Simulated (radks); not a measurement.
All-electron atom: Zn in [Ar] 3d10 4s1 6d1 (not the ground configuration). Calculated with a radial shooting solver on a logarithmic mesh with Libxc functionals: Dirac Kohn-Sham, PBE, spin-unpolarised, spherical densities, point nucleus; open shells fill j = l - 1/2 first.

Normalised radial functions P(r) = r R(r) (large component), r in bohr:

r,3p1/2,3d3/2,4s1/2
0.002817,0.0036,0.0000,0.0282
0.003332,0.0047,0.0000,0.0327
0.003973,0.0063,0.0000,0.0381
0.004738,0.0085,0.0000,0.0441
0.005604,0.0113,0.0001,0.0506
0.006683,0.0153,0.0001,0.0580
0.007905,0.0204,0.0002,0.0657
0.009427,0.0277,0.0003,0.0742
0.01124,0.0374,0.0004,0.0829
0.0133,0.0498,0.0007,0.0910
0.01586,0.0670,0.0011,0.0989
0.01876,0.0883,0.0018,0.1049
0.02237,0.1173,0.0029,0.1088
0.02667,0.1544,0.0047,0.1089
0.03155,0.1986,0.0074,0.1040
0.03762,0.2551,0.0117,0.0923
0.0445,0.3190,0.0181,0.0734
0.05307,0.3950,0.0283,0.0445
0.06328,0.4770,0.0436,0.0064
0.07485,0.5547,0.0650,-0.0374
0.08926,0.6253,0.0970,-0.0873
0.1056,0.6691,0.1395,-0.1333
0.1259,0.6725,0.1998,-0.1711
0.1501,0.6130,0.2788,-0.1881
0.1776,0.4821,0.3728,-0.1755
0.2118,0.2600,0.4895,-0.1258
0.2505,-0.0261,0.6138,-0.0440
0.2987,-0.3766,0.7481,0.0671
0.3562,-0.7328,0.8734,0.1828
0.4214,-1.0241,0.9697,0.2706
0.5025,-1.2240,1.0306,0.3101
0.5992,-1.2814,1.0396,0.2755
0.7088,-1.2030,0.9988,0.1701
0.8452,-1.0141,0.9119,-0.0012
0.9998,-0.7808,0.7994,-0.1963
1.192,-0.5338,0.6654,-0.3995
1.422,-0.3248,0.5285,-0.5680
1.682,-0.1793,0.4048,-0.6720
2.005,-0.0834,0.2898,-0.7071
2.372,-0.0343,0.1981,-0.6693
2.829,-0.0111,0.1229,-0.5685
3.373,-0.0028,0.0693,-0.4315
3.99,-0.0006,0.0360,-0.2959
4.758,-0.0001,0.0158,-0.1740
5.628,0.0000,0.0061,-0.0902
6.711,0.0000,0.0018,-0.0376
8.003,0.0000,0.0004,-0.0125
9.467,0.0000,0.0001,-0.0035
11.29,0.0000,0.0000,-0.0007
13.35,0.0000,0.0000,-0.0001
15.92,0.0000,0.0000,0.0000
18.99,0.0000,0.0000,0.0000
22.46,0.0000,0.0000,0.0000
26.78,0.0000,0.0000,0.0000
31.68,0.0000,0.0000,0.0000
37.78,0.0000,0.0000,0.0000
45.05,0.0000,0.0000,0.0000
53.29,0.0000,0.0000,0.0000
63.55,0.0000,0.0000,0.0000
75.17,0.0000,0.0000,0.0000
89.64,0.0000,0.0000,0.0000

3p1/2: eigenvalue -93.875 eV, 1 radial node at r = 0.247 bohr, <r> = 0.706 bohr, 90 % of the charge inside 1.09 bohr. 3d3/2: eigenvalue -18.730 eV, 0 radial nodes, <r> = 0.893 bohr, 90 % of the charge inside 1.57 bohr. 4s1/2: eigenvalue -12.775 eV, 3 radial nodes at r = 0.0649, 0.270, 0.844 bohr, <r> = 2.41 bohr, 90 % of the charge inside 3.64 bohr.

Empty levels of this run are not shown, since the potential may be unsettled where no density lies.
